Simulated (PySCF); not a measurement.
```xyz
5
charge 0 multiplicity 5, angstrom
W     0.0000    0.0000    0.0000
O     0.0142    0.0000    1.9330
O    -0.0142    0.0000   -1.9330
H    -0.7274    0.0000    2.5503
H     0.7274    0.0000   -2.5503
```

These are results of UPBE0/[W def2-SVP with ECP60, O def2-SVP, H def2-SVP], scalar-relativistic core potentials, density fitting, no spin–orbit coupling, PySCF, not measurements.

This geometry of W(OH)2 is a stationary point at this level.

(1) What is the point group?

(2) Is it a minimum?

(3) What are the dipole moment and the gap between the highest occupied and lowest empty levels of either spin?

(4) Give the atomic charges and bond orders.

Results:

(1) C2h.

(2) No: it has 1 imaginary mode, at 106i cm⁻¹ (au).

(3) 0.00 D and 2.46 eV.

(4) 
```json
{"atom": "W1", "Mulliken": "0.60", "Löwdin": "0.20", "polar tensor": "1.03", "spin (Mulliken)": "4.07", "Mayer order to W1": "–"}
{"atom": "O2,3", "Mulliken": "-0.50", "Löwdin": "-0.19", "polar tensor": "-0.80", "spin (Mulliken)": "-0.06", "Mayer order to W1": "1.10"}
{"atom": "H4,5", "Mulliken": "0.20", "Löwdin": "0.09", "polar tensor": "0.29", "spin (Mulliken)": "0.02", "Mayer order to W1": "0.03"}
```
Other Mayer orders above 0.3: O–H 0.94 (×2).

Other isomers or separated fragments may lie lower. Open d and f shells are described by one determinant, and the ground state may have another occupation or spin. At this level a triplet minimum of D∞h symmetry lies 53 kJ/mol below this structure. Spin–orbit coupling, left out here, can matter for elements this heavy.
